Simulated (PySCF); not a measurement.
C4H6Cl2Si.
Structure used (GFN2-xTB), in Å, numbered top down from 1:
```
atom  x, y, z in Å
Cl1    2.2560    1.5174    1.1768
C2     1.8682    0.2491   -0.0413
C3     0.3988    0.1287   -0.1660
C4    -0.4344    0.5492   -1.1294
Si5   -1.9984   -0.1234   -0.3100
C6    -0.4926   -0.5163    0.8580
Cl7   -0.0910   -2.2449    1.1015
H8     2.3111   -0.6763    0.3285
H9     2.3355    0.5568   -0.9762
H10   -0.1611    1.0916   -2.0194
H11   -2.6008   -1.3086   -0.9041
H12   -2.9611    0.8359    0.2201
H13   -0.4346   -0.0585    1.8439
```

NICS is the negative of the GIAO shielding at a point without a nucleus: at the ring centre (0) and 1 Å above and below it (1); zz is the component along the ring normal. Level: GIAO PBE0/pcSseg-1 (PySCF, non-relativistic, gas phase) on the GFN2-xTB geometry, one conformer.

Ring bond lengths (Å), with Mayer bond orders in brackets: C3–C4 1.341 (1.76), C4–Si5 1.889 (0.93), Si5–C6 1.946 (0.82), C6–C3 1.503 (0.95).

Problem. What do the NICS probes read (ppm)?

Solution. 
```
        ring                                                      type  NICS(0)  NICS(1), two faces  NICS(1)zz, two faces  rms pucker (Å)  centre to ring atoms, mean (Å)
C3–C4–Si5–C6  4-membered ring with Si; formal bonds 1 double, 3 single      0.5         -3.7 / -2.1             0.5 / 4.4            0.01                            1.17
```

Problem. What can be read from them?

Solution. 
- C3–C4–Si5–C6: mean NICS(1)zz 2.4 ppm, near zero. Si5, C6 have four or more neighbours, so the value isn't read as a sign of a π ring current. The two faces differ by 3.9 ppm, so no symmetry operation interchanges them.

Problem. Give the inner angles of the rings and the Hirshfeld charges of the ring atoms.

Solution. 
- C3–C4–Si5–C6: C3 104.8° (-0.001 e), C4 95.2° (-0.133 e), Si5 72.0° (+0.353 e), C6 87.9° (-0.090 e); sum 360.0° against 360° for a flat convex ring.

On Intel Xeon Platinum 8259CL at 2.50 GHz, one thread, shared host with 96 logical CPUs at a one-minute load of 22, this took 41 s (with the writing of density and orbital grids) and 0.75 GiB of memory at its peak. This is the whole shielding run at PBE0/pcSseg-1, SCF included.
